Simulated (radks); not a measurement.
Results of a calculation; reference values are marked as such.
Charge is removed step by step from the 2s down level of C, starting from [He] 2s(up 1, down 1) 2p2. Code: a radial shooting solver on a logarithmic mesh with Libxc functionals. Model: scalar-relativistic Kohn-Sham, r2SCAN, spin-polarised, spherical densities, finite nucleus; open shells are filled with parallel spins first; meta-GGA in the generalised Kohn-Sham scheme; Fermi nuclear charge, rms radius 2.4702 fm.

| removed (e) | E - E(0) (eV) | eigenvalue (eV) |
|---|---|---|
| 0 | 0.000 | -11.947 |
| 0.1 | 1.237 | -12.805 |
| 0.2 | 2.561 | -13.670 |
| 0.3 | 3.971 | -14.536 |
| 0.4 | 5.468 | -15.395 |
| 0.5 | 7.050 | -16.239 |
| 0.6 | 8.715 | -17.067 |
| 0.7 | 10.462 | -17.871 |
| 0.8 | 12.288 | -18.622 |
| 0.9 | 14.180 | -19.148 |

The mean slope of the eigenvalue, de/dn, is 8.00 eV per electron.
